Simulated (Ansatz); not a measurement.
Basis-set extrapolation for C$_{2}$H$_{4}$AlFO (`C=C[O][AlH][F]`) (PBE0-D4/def2-TZVP geometry, frozen core, Ansatz). Multiplicity 1, RHF reference.

```json
{"": "HF", "def2-TZVPP": "-494.505828", "def2-QZVPP": "-494.525726"}
{"": "MP2 correlation", "def2-TZVPP": "-0.880138", "def2-QZVPP": "-0.950585"}
{"": "CCSD(T) correlation", "def2-TZVPP": "-0.937874", "def2-QZVPP": "not run"}
```

Energies in hartree. Use E(X) = E(∞) + A·exp(−7.88·√X) for Hartree–Fock and E(X) = E(∞) + B·X^(−2.97) for correlation, with X = 3 and 4, and add CCSD(T) minus MP2 of the smaller set to the MP2 limit.

**Question.** What is the CCSD(T) energy at the basis-set limit?

**Answer.** HF limit: -494.525726 + (-0.019898) × 0.13774 = -494.52847. MP2 limit: -0.950585 + (-0.070447) × 0.74074 = -1.00277. Higher-order term: -0.937874 − (-0.880138) = -0.05774. Total: -495.58898 hartree, 381.4 kJ/mol below CCSD(T)/def2-TZVPP.
